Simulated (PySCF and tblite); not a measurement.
Values are calculated unless marked as measured or tabulated.
Stationary points of C₇H₁₂O at GFN2-xTB, in Å:

Structure A

```
 1 C    -3.163    0.739   -0.923
 2 C    -2.416    0.673    0.164
 3 C    -0.942    0.636    0.151
 4 C    -0.231   -0.488    0.179
 5 C    -0.841   -1.858    0.214
 6 O     1.133   -0.576    0.177
 7 C     1.890    0.613    0.134
 8 C     3.362    0.230    0.130
 9 H    -4.238    0.791   -0.877
10 H    -2.725    0.740   -1.908
11 H    -2.882    0.680    1.144
12 H    -0.464    1.605    0.128
13 H    -0.576   -2.402   -0.691
14 H    -0.447   -2.413    1.063
15 H    -1.922   -1.790    0.288
16 H     1.643    1.184   -0.772
17 H     1.661    1.237    1.010
18 H     3.978    1.124    0.098
19 H     3.599   -0.336    1.027
20 H     3.582   -0.388   -0.736
```

Structure B

```
 1 C    -3.155    1.351   -0.774
 2 C    -2.414    0.327   -0.357
 3 C    -0.979    0.383   -0.232
 4 C    -0.218   -0.637    0.192
 5 C    -0.750   -1.983    0.596
 6 O     1.137   -0.610    0.320
 7 C     1.842    0.569   -0.009
 8 C     3.321    0.309    0.234
 9 H    -4.226    1.283   -0.858
10 H    -2.713    2.295   -1.048
11 H    -2.895   -0.604   -0.091
12 H    -0.529    1.325   -0.508
13 H    -1.270   -2.457   -0.234
14 H     0.084   -2.611    0.896
15 H    -1.442   -1.890    1.431
16 H     1.668    0.828   -1.063
17 H     1.493    1.402    0.617
18 H     3.898    1.195   -0.014
19 H     3.486    0.056    1.278
20 H     3.657   -0.521   -0.380
```

Structure C

```
 1 C    -3.237    0.245   -0.648
 2 C    -2.354    0.962    0.041
 3 C    -0.921    0.767    0.136
 4 C    -0.251   -0.392    0.052
 5 C    -0.869   -1.748   -0.103
 6 O     1.104   -0.514    0.150
 7 C     1.908    0.641    0.253
 8 C     3.363    0.198    0.235
 9 H    -4.282    0.503   -0.643
10 H    -2.959   -0.591   -1.262
11 H    -2.711    1.832    0.581
12 H    -0.370    1.676    0.338
13 H    -0.984   -1.999   -1.157
14 H    -0.207   -2.484    0.347
15 H    -1.843   -1.780    0.376
16 H     1.704    1.317   -0.588
17 H     1.686    1.172    1.190
18 H     4.014    1.063    0.321
19 H     3.555   -0.479    1.063
20 H     3.581   -0.323   -0.694
```

Geometries: GFN2-xTB; energies: PBE0/pcSseg-1 + D3(BJ); zero-point and thermal terms from GFN2-xTB harmonic modes (soft modes blended into free rotors).

Question: Which structure is a saddle point, and along which motion?

Answer: A: one imaginary mode (128i cm⁻¹ at GFN2-xTB, mostly on C1, H10, H11), along the rotation about the C2–C3 bond (torsion C1–C2–C3–C4 from 180° to 330°, rising).

Question: Give their symmetry and energies above the lowest.

Answer: A C1, 5.8 kcal/mol; B Cs, 0.0 kcal/mol; C C1, 2.5 kcal/mol.
